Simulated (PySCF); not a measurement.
Start geometry of `FC(F)(F)[SiH2]O[SiH3]` from GFN2-xTB (Å):
```
atom  x, y, z in Å
F1    -2.0673    0.5347   -0.9397
C2    -1.7958    0.0910    0.2869
F3    -2.9729   -0.3630    0.7909
F4    -1.4353    1.1865    1.0172
Si5   -0.3703   -1.2404    0.2494
O6     0.9545   -0.4183   -0.1105
Si7    1.9913    0.8141   -0.4697
H8    -0.2526   -1.7550    1.6072
H9    -0.6987   -2.1451   -0.8004
H10    1.1938    1.8597   -1.1038
H11    2.9393    0.1817   -1.3541
H12    2.5537    1.2259    0.8177
```

Q: What comes out of this run: PBE0-D3(BJ)/def2-SVP geometry optimisation, gas phase (PySCF)?

A: 
```
atom  x, y, z in Å
F1    -2.157    0.416   -0.737
C2    -1.706    0.026    0.463
F3    -2.754   -0.444    1.153
F4    -1.270    1.132    1.097
Si5   -0.287   -1.273    0.312
O6     0.964   -0.539   -0.461
Si7    1.802    0.882   -0.704
H8     0.078   -1.684    1.695
H9    -0.791   -2.420   -0.485
H10    0.906    1.895   -1.332
H11    2.944    0.581   -1.610
H12    2.310    1.400    0.599
```

The energy falls by 0.259 eV over 15 energy and gradient evaluations, the largest force component goes from 0.0230 to 2.4e-04 Eh/bohr, and the atoms move by 0.186 Å rms after alignment. The bond that changes most is Si5–H9 (oxygen-bound silicon to Si–H hydrogen), which lengthens by 0.060 Å. Bonds longer at the end by more than 0.005 Å: 8 of 11; shorter: 3. Among the angles that change most is Si5–O6–Si7, from 162.3° to 146.3°. Among the dihedrals that turn most is F4–C2–Si5–H9, from -165° to -176°. Rotational constants go from 3165, 1017, 907.5 to 3057, 1065, 939.8 MHz. The orientation of the end geometry is arbitrary; only internal coordinates are fixed.

The run used 131 basis functions and 95 SCF cycles in all. Hardware: Arm Neoverse V1, one thread, shared host with 64 logical CPUs at a one-minute load of 35. Cost: 1.8 min wall, 0.55 GiB resident at most.

No frequency check. The numbers are those of one conformer.
